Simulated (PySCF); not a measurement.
Worked example: dipole moment from atomic charges

W(O)(NH)(Cl)(SH) (ClH2NOSW), SMILES [Cl][W]([SH])(=[NH])=[O], multiplicity 1. Atoms are numbered in the order given.

```xyz
7

W      0.1415    -0.1089    -0.1187
O      1.8144    -0.3649     0.1148
N     -0.4599    -1.1266    -1.4182
H     -0.2480    -1.8146    -2.1399
Cl    -0.2773     2.0960    -0.6456
S     -0.9222    -0.8530     1.8534
H     -2.0492    -1.3036     1.2525
```

The structure is a stationary point at B3LYP-D3(BJ)/def2-SVP. The multiplicity is an assumed one; no other spin state was optimised. The structure was generated by enumeration; whether it is a known compound was not checked. The def2 effective core potentials stand for the cores of W; spin–orbit coupling is left out. Other conformers were not sampled.

Charges (e) from PySCF with ωB97X/def2-TZVP:

```
atom  ESP fit  Mulliken
----  -------  --------
W1      0.871     1.286
O2     -0.342    -0.453
N3     -0.720    -0.585
H4      0.429     0.273
Cl5    -0.171    -0.322
S6     -0.262    -0.391
H7      0.196     0.192
```

The dipole moment of the full density is 2.46 D.

**Question.** What dipole moment does each set of point charges give, and which comes closer to that of the density?

**Answer.** 
μ = Σ q r, and 1 e Å = 4.8032 D.
ESP fit: Σ q r = (-0.385, -0.328, -0.169) e Å, |μ| = 2.56 D.
Mulliken: Σ q r = (-0.382, -0.403, -0.236) e Å, |μ| = 2.90 D.
ESP fit comes closer in size. Point charges leave out the atoms' own dipoles (lone pairs, polarised bonds); fits to the potential absorb them, partitions of the density don't.
